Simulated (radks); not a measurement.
Zn+, configuration [Ar] 3d10 4s1 (the NIST ground configuration).

Calculated with a radial shooting solver on a logarithmic mesh with Libxc functionals: scalar-relativistic Kohn-Sham, SCAN, spin-polarised, spherical densities, finite nucleus; open shells are filled with parallel spins first; meta-GGA in the generalised Kohn-Sham scheme; Fermi nuclear charge, rms radius 3.9283 fm.

Energy parts (eV):
part                       energy
total                  -48874.907
kinetic                 49654.585
electron-nucleus      -117504.763
Hartree                 20928.504
exchange-correlation    -1953.233

Orbitals (lengths in bohr, moments of r in powers of bohr; r(max) is where P^2 peaks; r(90%) holds 90 % of the orbital's charge):
[
 {"orbital": "1s up", "occ.": "1", "eigenvalue (eV)": "-9564.211", "r(90%)": "0.0899", "r(max)": "0.03292"},
 {"orbital": "1s down", "occ.": "1", "eigenvalue (eV)": "-9564.152", "r(90%)": "0.0899", "r(max)": "0.03292"},
 {"orbital": "2s up", "occ.": "1", "eigenvalue (eV)": "-1179.406", "r(90%)": "0.350", "r(max)": "0.1890"},
 {"orbital": "2s down", "occ.": "1", "eigenvalue (eV)": "-1179.470", "r(90%)": "0.350", "r(max)": "0.1890"},
 {"orbital": "2p up", "occ.": "3", "eigenvalue (eV)": "-1021.558", "r(90%)": "0.324", "r(max)": "0.1522"},
 {"orbital": "2p down", "occ.": "3", "eigenvalue (eV)": "-1021.580", "r(90%)": "0.324", "r(max)": "0.1522"},
 {"orbital": "3s up", "occ.": "1", "eigenvalue (eV)": "-143.3434", "r(90%)": "1.02", "r(max)": "0.5882"},
 {"orbital": "3s down", "occ.": "1", "eigenvalue (eV)": "-143.4016", "r(90%)": "1.02", "r(max)": "0.5883"},
 {"orbital": "3p up", "occ.": "3", "eigenvalue (eV)": "-95.7602", "r(90%)": "1.10", "r(max)": "0.5931"},
 {"orbital": "3p down", "occ.": "3", "eigenvalue (eV)": "-95.7915", "r(90%)": "1.10", "r(max)": "0.5932"},
 {"orbital": "3d up", "occ.": "5", "eigenvalue (eV)": "-20.1016", "r(90%)": "1.59", "r(max)": "0.5698"},
 {"orbital": "3d down", "occ.": "5", "eigenvalue (eV)": "-19.8623", "r(90%)": "1.54", "r(max)": "0.5687"},
 {"orbital": "4s up", "occ.": "1", "eigenvalue (eV)": "-14.9489", "r(90%)": "3.55", "r(max)": "1.969"}
]

The highest occupied level is 4s up at -14.949 eV. Spin moment in Bohr magnetons: 1. The electron density at the nucleus is 2.531e+04 e/bohr^3 (large components only). Summed over all electrons, <r^2> = 22.16 bohr^2, which gives a Langevin (diamagnetic) susceptibility term of -17.6 x 10^-6 cm^3/mol. The spin density at the nucleus is 11.93 e/bohr^3 (1s 0.12, 2s 0.19, 3s 0.06, 4s 11.56). The density falls to 0.001 e/bohr^3 at r = 3.61 bohr.

Empty levels of this run are not shown, since the potential may be unsettled where no density lies.
